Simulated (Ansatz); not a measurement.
**Forces on a displaced structure**

InH$_{2}$Se (SMILES [Se-][InH2]) (charge -1), singlet, displaced at random from a GFN2-xTB minimum.

```csv
atom,x (Å),y (Å),z (Å)
Se1,-1.8707,0.6779,-1.1627
In2,0.0701,-0.0327,0.0423
H3,0.7200,-1.6305,0.0948
H4,1.0586,0.9695,1.0313
```

Ansatz 0.2.0; basis: def2-TZVPPD; cores frozen in the correlated methods. Filled d shells of the heavier atoms are correlated. Core potentials replace the inner electrons of the atoms past krypton. The def2 sets are not built for correlating such inner shells, so the correlated values are less sure here. B3LYP uses VWN-RPA correlation.

CCSD(T) forces from the calculation:
```tsv
atom	Fx	Fy	Fz (eV/Å)
Se1	-0.282	0.094	-0.185
In2	-0.108	-0.005	-0.058
H3	0.122	-0.428	-0.033
H4	0.269	0.338	0.277
```

Question: Which atom feels the largest CCSD(T) force, and how large is it?

Answer: H4, 0.51 eV/Å, along (0.52, 0.66, 0.54).

Root-mean-square difference of the force components from those of CCSD(T): PBE0-D4 0.054; wB97M-V 0.070; r2SCAN-D4 0.033; PBE-D4 0.104; SPW92 0.119; B3LYP-D4 0.093 eV/Å.

No T1 diagnostic of these runs exceeds 0.016.

For scale, one of the runs: CCSD(T)/def2-TZVPPD forces, 147 basis functions (an equivalent command: `ansatz run in.yaml --threads 4`). The run took 98 s on 4 CPU threads (shared host), with 1.8 GiB of host memory at its peak.
